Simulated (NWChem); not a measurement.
System: H2SeS; SMILES S[SeH]

```xyz
4

Se     0.0373     0.7315     0.0364
H     -1.3872     0.9260    -0.3050
S      0.0096    -1.4753     0.0674
H      0.3319    -1.6776    -1.2321
```
Atoms are numbered in this order, from 1.

Level: PBE0/def2-SVP (NWChem), optimised geometry, unscaled harmonic frequencies. This build's default masses of Se (78.918 u) and Br (79.917 u) are each other's, which moves their modes by up to 0.6 %.

### Question
List the harmonic frequencies with IR intensities, and the thermochemistry.

### Answer
```json
[
 {"frequency (cm⁻¹)": "402", "IR intensity (km/mol)": "8.9"},
 {"frequency (cm⁻¹)": "412", "IR intensity (km/mol)": "6.6"},
 {"frequency (cm⁻¹)": "788", "IR intensity (km/mol)": "4.3"},
 {"frequency (cm⁻¹)": "845", "IR intensity (km/mol)": "2.3"},
 {"frequency (cm⁻¹)": "2406", "IR intensity (km/mol)": "22.2"},
 {"frequency (cm⁻¹)": "2682", "IR intensity (km/mol)": "1.5"}
]
```

| Item | Result |
|---|---|
| zero-point energy | 10.8 kcal/mol |
| thermal correction to the enthalpy at 298.15 K (with zero-point energy) | 13.6 kcal/mol |
| heat capacity Cv | 10.1 cal/(mol K) |
| entropy at 298.15 K and 1 atm (symmetry number 1) | 64.7 cal/(mol K) |
| dipole moment | 1.29 D |

Rigid rotor and harmonic oscillator.
